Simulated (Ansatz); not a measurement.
Computed with Ansatz on PBE0-D4/def2-TZVP structures; ΔE is electronic, products minus reactants. CCSD(T)/CBS is the MP2 limit (def2-TZVPP, def2-QZVPP) plus CCSD(T) − MP2 in def2-TZVPP, frozen cores. This one scheme is used for every species. Functionals use def2-TZVPP. def2 core potentials past Kr. For Sn outer-core shells are correlated without core-valence functions, which leaves a few kJ/mol of doubt a bond. Each species was taken in one conformer, which may not be the lowest.

Consider the formal exchange of groups at the Sn–Si bond: `F[SiH2][SnH3]` + `CSC` → `CS[CH2][SnH3]` + `F[SiH3]`.

(1) Is it downhill or uphill in electronic energy at CCSD(T)/CBS, and by how much? (Best estimate.)

(2) What do these levels give: PBE0-D4, PBE, r2SCAN, MP2/def2-QZVPP, MP2/CBS(def2), CCSD/CBS(def2)? (Best estimate.)

Largest T1 diagnostic among the species: 0.013.

Results:

(1) Computed: Uphill: ΔE = +7.6 kcal/mol.

(2) The calculation gave: PBE0-D4 11.1, PBE 12.1, r2SCAN 10.6, MP2/def2-QZVPP 5.8, MP2/CBS(def2) 6.1, CCSD/CBS(def2) 8.1 kcal/mol.

In def2-TZVPP, CCSD(T) changes the Hartree–Fock value by −1.8 kcal/mol (the triples alone add −0.5 kcal/mol) and MP2 by −3.4 kcal/mol. The D4 term adds −0.9 kcal/mol with B3LYP and −0.5 kcal/mol with PBE0; it sums over pairs of atoms, weighted by their polarisabilities, and B3LYP, whose exchange is more repulsive, gets the larger term.

B3LYP here is the variant with VWN-RPA as its local correlation; programs differ in this.
